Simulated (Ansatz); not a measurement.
Correlation energies of `COc1ccc(C(=O)O)cc1` by basis set

Cartesian coordinates in Å:
```
C 2.162 2.577 -0.562
O 0.845 2.269 -0.957
C 0.304 1.117 -0.520
C -1.003 0.860 -0.941
C -1.638 -0.293 -0.545
C -0.989 -1.215 0.278
C -1.715 -2.433 0.672
O -2.841 -2.705 0.338
O -0.994 -3.249 1.467
C 0.311 -0.954 0.693
C 0.962 0.204 0.301
H 2.873 1.823 -0.916
H 2.242 2.667 0.527
H 2.398 3.536 -1.019
H -1.493 1.585 -1.579
H -2.651 -0.507 -0.863
H -1.566 -4.004 1.658
H 0.820 -1.664 1.331
H 1.973 0.385 0.637
```

Charge 0, multiplicity 1. The structure was optimised at the PBE0-D4/def2-TZVP level. It is one conformer, not always the lowest. Frozen core, restricted reference, the Gaussian-basis code of Ansatz. CBS rows extrapolate triple and quadruple zeta; past MP2 they add the triple-zeta difference.

```csv
basis,HF (Eh),MP2 corr.
def2-SVP,-531.80868,-1.58090
def2-TZVPP,-532.41922,-1.95650
def2-QZVPP,-532.44199,-2.09350
```

Q: Estimate the CCSD correlation energy and the (T) correction in each basis where they were run (hartree).

A: 
```
     basis  CCSD corr.       (T)
  def2-SVP    -1.63472  -0.06263
def2-TZVPP    -1.98259  -0.09678
 CBS(def2)    -2.22109     as TZ
```
